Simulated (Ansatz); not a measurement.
CH₄ClFOSi (`O[SiH](F)CCl`). The species carries charge 0 and has multiplicity 1. All single points use the PBE0-D4/def2-TZVP geometry. It is one conformer, not always the lowest.

```xyz
9

O     0.709    1.504   -0.790
Si    0.690    0.362    0.365
F     1.917   -0.643    0.209
C    -0.870   -0.670    0.254
Cl   -1.130   -1.141   -1.453
H     0.416    1.239   -1.666
H     0.825    1.045    1.666
H    -1.750   -0.110    0.575
H    -0.807   -1.586    0.842
```

(1) What is the dipole moment at ωB97M-V/def2-TZVPP? (Best estimate.)

(2) And with PBE, r2SCAN, B3LYP? (Best estimate.)

(3) Give the Mulliken charges with ωB97M-V, r2SCAN, B3LYP in def2-TZVPP. (Estimate.)

Results:

(1) Ansatz gave: 1.69 D, with components (-1.50, 0.10, 0.79) D in this frame, pointing from negative to positive charge.

(2) The calculation gave: PBE 1.62 D, r2SCAN 1.67 D, B3LYP 1.72 D.

(3) The calculation gave: 
| atom | ωB97M-V | r2SCAN | B3LYP |
| --- | --- | --- | --- |
| O1 | -0.38 | -0.41 | -0.39 |
| Si2 | 0.67 | 0.73 | 0.73 |
| F3 | -0.30 | -0.32 | -0.32 |
| C4 | -0.30 | -0.15 | -0.22 |
| Cl5 | -0.13 | -0.17 | -0.16 |
| H6 | 0.19 | 0.21 | 0.19 |
| H7 | -0.05 | -0.10 | -0.10 |
| H8 | 0.15 | 0.10 | 0.13 |
| H9 | 0.15 | 0.10 | 0.13 |

B3LYP here is the variant with VWN-RPA as its local correlation; programs differ in this.
